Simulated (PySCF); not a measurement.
ScF₂, SMILES [F][Sc+][F], charge +1.

The structure is a stationary point at PBE0-D3(BJ)/def2-TZVP. The spin state was assumed, not searched. The isomer is the one that the SMILES or the coordinates give; other isomers of the formula were not compared.

Level of theory: PySCF with ωB97X/def2-TZVPD.

Symmetry labels are those of the subgroup C2v that the program uses (full group C2v).

Computed valence orbital energies around the gap with their symmetry:
| orbital | symmetry | energy (eV) |
|---|---|---|
| HOMO−7 | A1 | -40.02 |
| HOMO−6 | B2 | -39.50 |
| HOMO−5 | A1 | -21.17 |
| HOMO−4 | B2 | -20.96 |
| HOMO−3 | A2 | -20.63 |
| HOMO−2 | A1 | -20.39 |
| HOMO−1 | B1 | -20.37 |
| HOMO | B2 | -19.89 |
| LUMO | A1 | -6.41 |
| LUMO+1 | B1 | -6.26 |
| LUMO+2 | A1 | -6.00 |
| LUMO+3 | A2 | -5.47 |
